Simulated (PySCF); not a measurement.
Task: What does the PBE0/def2-SVP structure of `[SiH3]c1ccccc1` look like in three dimensions?

Result: 
```
atom  x, y, z in Å
Si1    2.567   -0.036    0.246
C2     0.694   -0.022    0.076
C3    -0.025   -1.213   -0.109
C4    -1.414   -1.202   -0.236
C5    -2.110    0.004   -0.180
C6    -1.412    1.198    0.004
C7    -0.025    1.183    0.130
H8     3.211    0.756   -0.848
H9     3.058   -1.446    0.178
H10    2.992    0.565    1.548
H11    0.507   -2.168   -0.154
H12   -1.955   -2.141   -0.379
H13   -3.198    0.015   -0.279
H14   -1.953    2.146    0.048
H15    0.504    2.131    0.274
```

Orientation and origin are arbitrary. Atoms count from 1 in this order. The 7 heavy atoms lie in one plane (0.000 Å rms). Si1 (SiH3 silicon) is tetrahedral (angles from 107.6° to 111.0°). The 6-membered ring C2–C3–C4–C5–C6–C7 has internal angles of 118.1° to 121.1° (sum 720°, against 720° for a flat polygon); it is planar, 0.00 Å rms from its mean plane, widest ring torsion 0°.

Bonds between heavy atoms (Å): Si1–C2 1.881, C2–C3 1.403, C3–C4 1.395, C4–C5 1.393, C5–C6 1.395, C6–C7 1.393, C2–C7 1.405.

Theory: PySCF 2.14.0, PBE0/def2-SVP geometry optimisation, gas phase.

Point group: Cs (tolerance 0.08 Å). Whether it is a minimum is left open (no frequencies).

On one thread of an Arm Neoverse V1 (shared host), this took 27 s and 0.62 GiB of memory at its peak. These figures are those of the optimisation.
